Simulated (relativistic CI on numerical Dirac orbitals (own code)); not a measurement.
## Ti⁺ in a cubic cluster: 2p photoemission with charge transfer

Computed with a charge-transfer multiplet model of a cubic metal-ligand cluster with up to one ligand hole, Slater and spin-orbit integrals from Dirac-Coulomb-Breit ions, Slater integrals scaled by 0.8. The ground state mixes d3 with configurations of k ligand holes L, whose averages lie at kΔ + k(k − 1)U_dd/2; a core hole lowers each added d electron by U_cd. 300 K, Lorentzian 0.6 eV and Gaussian 0.8 eV FWHM.

Atomic integrals in eV (Slater integrals scaled, ζ unscaled), ground: F2dd 5.409, F4dd 3.320, zeta_d 0.009; with the core hole: F2dd 7.324, F4dd 4.560, zeta_d 0.022, zeta_core 3.746, F2cd 3.920, G1cd 2.783, G3cd 1.577.

Cluster parameters (eV): Δ = 6.5, U_dd = 4.8, U_cd = 5.4, 10Dq = 0.85, 10Dq(ligand) = 0.3, final-state hopping factor = 1.

```
                             Case   n_d    d3   d4L     S
V(eg) = 1.2 eV, V(t2g) = -0.61 eV  3.11  0.89  0.11  1.50
V(eg) = 1.5 eV, V(t2g) = -0.76 eV  3.14  0.86  0.14  1.50
V(eg) = 1.8 eV, V(t2g) = -0.91 eV  3.18  0.82  0.18  1.50
```

Weights, n_d and S are thermal averages at 300 K. Binding energies count from the first peak over 30 % of the highest in each spectrum, which can be another peak from case to case. The parameters are a model scan and need not match a compound or its usual spin state. Peaks in eV (height, largest 100):
- V(eg) = 1.2 eV, V(t2g) = -0.61 eV: 0.0 (100), 3.1 (21), 6.5 (61), 12.2 (5)
- V(eg) = 1.5 eV, V(t2g) = -0.76 eV: 0.0 (100), 3.3 (17), 6.5 (55)
- V(eg) = 1.8 eV, V(t2g) = -0.91 eV: 0.0 (100), 3.2 (14), 6.3 (51)

Curve for V(eg) = 1.5 eV, V(t2g) = -0.76 eV (points under 2 left out, the grid thinned):

E (eV), Intensity and a bar:
```
     -3.4        2.0 
     -3.0        2.5 
     -2.6        3.4 
     -2.2        4.7 #
     -1.8        7.4 ##
     -1.4       13.5 ####
     -1.0       30.8 #########
     -0.6       66.2 ####################
     -0.2       96.0 #############################
      0.2       98.5 ##############################
      0.6       85.1 ##########################
      1.1       51.9 ################
      1.5       29.5 #########
      1.9       19.7 #####
      2.3       16.7 #####
      2.7       16.1 ####
      3.1       16.5 #####
      3.5       16.5 #####
      3.9       15.5 ####
      4.3       15.2 ####
      4.7       16.3 ####
      5.1       20.3 ######
      5.5       29.8 #########
      5.9       43.4 #############
      6.3       53.5 ################
      6.7       52.1 ################
      7.1       39.1 ############
      7.5       25.9 #######
      7.9       18.5 #####
      8.3       14.2 ####
      8.7       10.7 ###
      9.1        8.1 ##
      9.5        6.8 #
     10.0        5.8 #
     10.4        4.8 #
     10.8        3.8 #
     11.2        3.3 
     11.6        3.0 
     12.0        2.7 
     12.4        2.7 
     12.8        3.5 
     13.2        4.4 #
     13.6        4.2 #
     14.0        3.0 
     14.4        2.1
```

For the case V(eg) = 1.8 eV, V(t2g) = -0.91 eV, Δ = 6.5 eV is larger than U_dd = 4.8 eV, the Mott-Hubbard side of the Zaanen-Sawatzky-Allen scheme. With the core hole the average of the configuration with one ligand hole lies at Δ − U_cd = 1.1 eV before mixing: the effective hopping of about 3.9 eV (from the holes of the mixed ground state) is comparable with this gap or larger, so the configurations mix strongly.

With at most 1 ligand hole the space is cut while the next configuration still counts, so covalency is underestimated, and a final configuration with one more ligand hole, which can lie low, is missing from the spectra.
